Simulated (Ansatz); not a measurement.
The Ga1–F2 bond of GaF is stretched (multiplicity 1).


Frozen-core correlation. Filled d and f shells under p-block atoms count as core.

Run with Ansatz (Gaussian basis) for Hartree–Fock, density functionals and correlated methods. 

Energies above the point at 1.800 Å (the B3LYP-D3(BJ) bond length), FIC-MRCISD+Q on CASSCF(10,8)/cc-pVDZ (kcal/mol): 11.64 at 1.620 Å; 6.80 at 1.980 Å; 126.39 at 7.202 Å.

Take the last value as the depth D of a Morse curve D(1 − e^(−a(R − R₀)))², fit a and R₀ to the two near points, and test it at 2.431 and 3.151 Å.


With D = 126.4, both near points (counted from the curve's value at 1.800 Å) are met by a = 1.47 Å⁻¹ and R₀ = 1.801 Å, so k = 2Da² = 545 kcal/(mol Å²). The curve then gives 46.0 and 93.9 kcal/mol; the level itself gives 44.0 and 94.2, so Morse is off by 2.0 and -0.2.

Ansatz is a first-principles code.
